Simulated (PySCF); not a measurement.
Al (SMILES [Al-]), charge -1, triplet. Base run: CCSD(T)/cc-pVTZ (PySCF).

Input for PySCF:
```python
from pyscf import gto, scf, cc

mol = gto.M(
    atom='''
Al    0.000000    0.000000    0.000000
''',
    basis='cc-pvtz',
    charge=-1,
    spin=2,
    verbose=4,
)

mf = scf.UHF(mol)
mf.kernel()

mycc = cc.CCSD(mf)
mycc.kernel()
et = mycc.ccsd_t()
print('E(CCSD(T)) = %.10f' % (mycc.e_tot + et))
```

The base run was repeated with changes; each row names its change, and settings that it needs were set with it.

```
change                      ΔE vs base (kcal/mol)  MP2 correlation (Eh)  CC correlation without the perturbative part (Eh)  basis functions
--------------------------  ---------------------  --------------------  -------------------------------------------------  ---------------
base                                        0.000              -0.10967                                           -0.12595               34
method = cisd                                   ?                     -                                                  -               34
cc.level_shift = 0.2                        0.000              -0.10967                                           -0.12595               34
cc.iterative_damping = 0.8                  0.000              -0.10967                                           -0.12595               34
frozen = 4                                      ?                     ?                                                  ?               34
method = mp2                                    ?              -0.10967                                                  -               34
method = ccsd                                2.38              -0.10967                                           -0.12595               34
cc.conv_tol = 1e-9                          0.000              -0.10967                                           -0.12595               34
cc.diis_space = 10                          0.000              -0.10967                                           -0.12595               34
cc.conv_tol = 1e-5                          0.000              -0.10967                                           -0.12595               34
```

**Question.** Some entries are withheld; supply them.

**Answer.** 
- method = cisd, ΔE vs base (kcal/mol): 5.63
- frozen = 4, ΔE vs base (kcal/mol): 36.49
- frozen = 4, MP2 correlation (Eh): -0.05249
- frozen = 4, CC correlation without the perturbative part (Eh): -0.06898
- method = mp2, ΔE vs base (kcal/mol): 12.60

Open shells are given as the SCF converged; they aren't shown to be the lowest states, and a large step between rows can be another state.
